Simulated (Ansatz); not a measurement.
A nudged elastic band was laid between two geometries of F2GeH2O + FH (8 atoms, charge 0, multiplicity 1).

The calculation used RKS PBE0-D4/def2-SVP in Ansatz.

| Item | Value |
| --- | --- |
| movable images | 7 |
| climbing image | yes |
| spring | 5.0 eV/Å² |
| optimiser | quadratic models (default) |
| start path | through a guess of the saddle point |
| force threshold | 0.05 eV/Å |
| iteration limit | 60 |
| end points | relaxed |

First end point:

```xyz
8
Properties=species:S:1:pos:R:3
Ge -0.357 0.252 0.033
O -0.743 0.155 1.717
H -0.288 -0.609 2.118
F 1.331 -0.228 -0.113
H -0.569 1.619 -0.588
F -1.152 -0.970 -0.881
F 1.127 -1.839 1.848
H 1.524 -1.381 1.132
```

Last end point:

```xyz
8
Properties=species:S:1:pos:R:3
Ge 0.409 -0.112 -0.127
O -0.476 -0.267 2.090
H -1.197 -0.893 1.931
F 1.060 -0.208 -1.725
H 0.197 1.361 0.148
F -0.980 -1.132 -0.306
F 1.641 -0.954 0.752
H 0.221 -0.795 2.504
```

(1) What changes between the two ends?

(2) Give the energies along the band, and the barrier.

(3) What is the geometry of the highest image?

(4) What are the harmonic wavenumbers there?

## Answers

(1) Bonds broken: Ge1–O2, F7–H8. Bonds formed: Ge1–F7, O2–H8. F2GeH2O + FH becomes F3GeH + H2O.

(2) The forces met the threshold. The highest image is number 4 of 0 to 8, 19.1 kcal/mol above the first end and 25.0 kcal/mol above the last; the last end lies 5.9 kcal/mol below the first. A vibrational analysis at the climbing image gives one clearly imaginary mode, 626i cm⁻¹: a first-order saddle point. The orbitals stay closed-shell, which can raise the energy where a bond breaks towards radicals; this wasn't checked here.

```
image  path coordinate (Å)  energy (kcal/mol)  Ge1–O2 (Å)  F7–H8 (Å)  Ge1–F7 (Å)
    0                 0.00                0.0        1.73       0.94        3.14
    1                 0.87                5.7        1.74       0.93        3.23
    2                 1.74                6.7        1.77       0.93        3.33
    3                 2.60                7.6        1.78       0.94        2.79
    4                 3.47               19.1        1.93       1.18        2.01
    5                 4.25                7.7        2.27       1.77        1.77
    6                 5.02                1.1        2.50       2.01        1.74
    7                 5.80               -3.8        2.48       2.14        1.73
    8                 6.57               -5.9        2.39       2.26        1.73
```

(3) 
```xyz
8
Properties=species:S:1:pos:R:3
Ge 0.122 -0.107 0.020
O -0.014 -0.130 1.949
H -0.899 -0.104 2.334
F 1.678 0.245 -0.626
H -0.639 1.209 -0.183
F -0.869 -1.232 -0.836
F 0.981 -1.721 0.843
H 0.514 -1.160 1.766
```

(4) 626i, 66, 161, 257, 313, 401, 471, 688, 716, 739, 771, 785, 807, 966, 1299, 1934, 2195, 3877 cm⁻¹.

Time of the run: 4.5 min on 2 threads of Arm Neoverse V1, with other jobs on the host, peak memory 0.28 GiB.
